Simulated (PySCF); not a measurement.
Structure problem from calculated spectra and properties.

Elements present: C, F, H, O and Si. Monoisotopic mass: 165.9873 u.

| Quantity | Value |
| --- | --- |
| NMR, other nuclei | isotropic shieldings of nuclei other than C and H, by class: 323 (1 O), 265 (3 F), 327 (2 F), 381 (1 Si) ppm [GIAO PBE0/pcSseg-1] |
| UV, first state | lowest singlet excitation: 7.01 eV (177 nm, f = 0.002) [TDDFT B3LYP/def2-SVPD] |
| 13C NMR | chemical shifts (computed TMS as zero) by class: 130.2 (1 C), 124.8 (1 C) ppm [GIAO PBE0/pcSseg-1] |
| UV, strongest line | among the 8 lowest singlet transitions: S7 at 8.80 eV (141 nm, f = 0.114) [TDDFT B3LYP/def2-SVPD] |
| Dipole | 2.21 D [B3LYP/def2-SVPD] |
| Rotational structure | rotational constants A, B, C: 1.824, 1.216, 1.018 GHz [GFN2-xTB] |
| Polarisability | 57.9 au [B3LYP/def2-SVPD] |
| 1H NMR | chemical shifts (computed TMS as zero) by class: 4.99 (2 H), 2.06 (1 H) ppm [GIAO PBE0/pcSseg-1] |

The electronic properties come from PySCF, for the isolated species, density fitting. Levels stand in brackets. The structure is a single GFN2-xTB conformer in the gas phase; no vibrational or solvent corrections. NMR values are class means; diastereotopic atoms form classes of their own.

**Question.** Which formula fits the mass and the elements?

**Answer.** C2H3F5OSi (calculated 165.9873). No other formula that holds each of these elements comes within 0.0003 u with a fitting electron parity and a possible valence count.

**Question.** Give a SMILES that accounts for the data.

**Answer.** Numbering: `[OH:1][SiH2:2][C:3]([F:4])([F:5])[C:6]([F:7])([F:8])[F:9]`. Its formula, C2H3F5OSi, gives 0 degrees of unsaturation, so no ring and no π bond. 2 carbons fall into 2 classes; from least to most shielded: CF3 carbon [C6] (130.2 ppm), CF2 carbon [C3] (124.8 ppm). Hydrogen classes from least to most shielded: 2 H on an oxygen-bound silicon, Si2 (4.99 ppm), 1 H on a silanol oxygen, O1 (2.06 ppm). The other shieldings belong to: 323 ppm, silanol oxygen [O1]; 265 ppm, fluorine of a CF3 group [F7/F8/F9]; 327 ppm, fluorine of a CF2 group [F4/F5]; 381 ppm, oxygen-bound silicon [Si2]. S1 is mainly HOMO→LUMO (weight 0.98); the largest Löwdin shares of the orbital it empties are 0.22 on the CF2 carbon, 0.19 on the silanol oxygen, 0.16 on the oxygen-bound silicon and 0.13 on a fluorine of a CF2 group, of the orbital it fills 0.28 on the oxygen-bound silicon, 0.19 on the silanol oxygen, 0.10 on the hydroxyl hydrogen and 0.09 on an Si–H hydrogen. The optimised geometry has point group C1 and is an asymmetric top. Structure: `C(F)(C(F)([SiH2]O)F)(F)F`. The assignments are read from this structure; whether some other isomer fits the data as well wasn't checked.

Shape of the structure used: `[OH:1][SiH2:2][C:3]([F:4])([F:5])[C:6]([F:7])([F:8])[F:9]`: O1–Si2–C3–F4 -162°, Si2–C3–C6–F7 64°, H–O1–Si2–C3 -45°.
